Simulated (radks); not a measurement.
The numbers below are computed, except where a source is named.
The nuclear charge of neutral promethium is varied continuously with 61 electrons held in [Xe] 4f5 6s2. Code: a radial shooting solver on a logarithmic mesh with Libxc functionals. Model: Dirac Kohn-Sham, PBE, spin-unpolarised, spherical densities, finite nucleus; open shells are shared between the two j in proportion to 2j + 1; Fermi nuclear charge, rms radius 4.962 fm. By the Hellmann-Feynman theorem dE/dZ = E(electron-nucleus)/Z, the electronic potential at the nucleus (averaged over a nucleus of fixed radius).

| Z | E (hartree) | E(electron-nucleus)/Z (hartree) | HOMO | e(HOMO) (eV) | <r> HOMO (bohr) |
|---|---|---|---|---|---|
| 61 | -10026.5319 | -402.151 | 4f7/2 | -1.949 | 1.080 |
| 61.2 | -10107.1555 | -404.085 | 4f7/2 | -4.405 | 1.035 |
| 61.4 | -10188.1657 | -406.016 | 6s1/2 | -5.887 | 4.031 |
| 61.6 | -10269.5619 | -407.946 | 6s1/2 | -7.173 | 3.887 |
| 61.8 | -10351.3440 | -409.875 | 6s1/2 | -8.528 | 3.757 |
| 62 | -10433.5119 | -411.805 | 6s1/2 | -9.946 | 3.641 |

 No converged solution with all levels bound was reached at Z = 60.8.
